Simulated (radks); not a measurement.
Values are calculated unless marked as measured or tabulated.
Os2+, configuration [Xe] 4f14 5d6. Code: a radial shooting solver on a logarithmic mesh with Libxc functionals. Model: Dirac Kohn-Sham, LDA (Slater exchange, Perdew-Wang correlation), spin-unpolarised, spherical densities, finite nucleus; open shells fill j = l - 1/2 first; Fermi nuclear charge, rms radius 5.4126 fm.

Radial electron density D(r) = 4 pi r^2 rho(r):

r (bohr),D(r) (e/bohr)
0.002798,37.40
0.003762,52.88
0.005018,70.61
0.006693,88.66
0.008927,102.9
0.01191,108.7
0.01588,104.6
0.02118,97.13
0.02825,99.64
0.03768,119.0
0.05025,138.5
0.06756,131.4
0.09011,110.7
0.1202,117.5
0.1603,128.2
0.2138,93.74
0.2852,68.26
0.3803,80.50
0.5073,66.07
0.6766,34.30
0.9024,20.39
1.204,13.85
1.618,6.904
2.158,2.595
2.879,0.7176
3.839,0.1179
5.121,0.008599

D(r) has 4 maxima, at r = 0.0121, 0.0544, 0.152, 0.399 bohr, and minima at 0.0235, 0.0984, 0.283 bohr, inside which lie 2.02, 11.13, 29.96 electrons.
